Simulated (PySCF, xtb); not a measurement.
CH7ClOSi2, SMILES [SiH2](Cl)OC[SiH3]. One conformer was computed; it need not be the lowest.

Harmonic wavenumbers (cm⁻¹) from GFN2-xTB (xtb) at its own minimum, in rising order: 28, 65, 116, 132, 265, 291, 484, 502, 523, 540, 610, 700, 731, 747, 767, 780, 785, 794, 814, 1142, 1216, 1282, 1469, 2263, 2276, 2277, 2290, 2375, 2904, 2935.

**Question.** What does PBE-D3(BJ)/def2-SVP run with PySCF give at its own minimum? (An estimate is asked for; the answer gives what the named calculation found.)

**Answer.** 27, 79, 123, 164, 232, 305, 476, 519, 545, 614, 706, 715, 756, 833, 863, 886, 904, 914, 923, 1095, 1220, 1247, 1409, 2160, 2172, 2180, 2184, 2229, 2943, 3009. Paired by order, the mean absolute difference is 60 cm⁻¹ and the zero-point energies are 45.9 and 46.4 kcal/mol.
